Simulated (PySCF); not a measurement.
NMR data simulated for an unnamed compound:

¹H NMR (300 MHz, computed): δ 5.37 (s, 3H), 5.31 (t, 2H), 5.07 (s, 2H), 1.72 (t, 2H).

¹³C{¹H} NMR (computed): δ 123.0 (C), 3.9 (CH2).

How the numbers were obtained: structure optimised with GFN2-xTB, NMR shieldings at PBE0/pcSseg-1/GIAO, in PySCF (one averaged value for each set of equivalent atoms, no solvent model, one computed conformer, relativity neglected).

Scale: ¹H (σref 31.72), ¹³C (σref 186.93) vs TMS (reference shieldings calculated alike).

Problem. Which of these does the molecule contain: a CH3CH2 unit, a carboxylic acid, an aldehyde, a nitrile, a Si–H bond?

Solution. 
- A CH3CH2 unit: no.
- A carboxylic acid: no.
- An aldehyde: no.
- A nitrile: yes (δC 123.0).
- A Si–H bond: yes (δH 5.31 (t)).

The data belong to SMILES N#CC[SiH2]O[SiH2]O[SiH3], C₂H₉NO₂Si₃; they needn't prove each group on their own.

Carbon signals by region: 1 in the sp2 and nitrile region (100–160 ppm), 1 below 50 ppm.

Shifts are as computed. Against solution values, carbons near 30 ppm lie about +3 ppm off and those near 130 ppm about +5 ppm. Of 1211 compounds with measured shifts, 218 miss one by over three times the rms of a fit or turn the order of signals round; such compounds aren't used in these exercises. Multiplicities follow the n + 1 count of equivalent neighbours, as no J values were calculated; m marks all less simple cases, F and P coupling included.
